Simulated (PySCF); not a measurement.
Level of theory: TPSSh-D3(BJ)/def2-TZVP // BP86-D3(BJ)/def2-SVP (PySCF). All species are isolated molecules in the gas phase. One relaxed conformer stands for a flexible species; it need not be the lowest. 

Reference species: [Ta(OH)(NH2)4] (neutral, multiplicity 1).

| Property | Result |
|---|---|
| charge on the central atom (Mulliken) | 1.44 e |
| LUMO | -0.99 eV |
| HOMO–LUMO gap | 4.73 eV |
| coordination number | 5 |

After one change: the charge on the central atom (Mulliken) rises by 0.07 e; the LUMO falls by 0.12 eV; the HOMO–LUMO gap goes up by 0.25 eV; the coordination number hardly moves.

Problem. Which change was made? The new species is one of these.
A) [Ta(OH)3(NH2)2]
B) [Ta(OH)5]
C) [Ta(OH)2(NH2)3]

Solution. A, [Ta(OH)3(NH2)2]
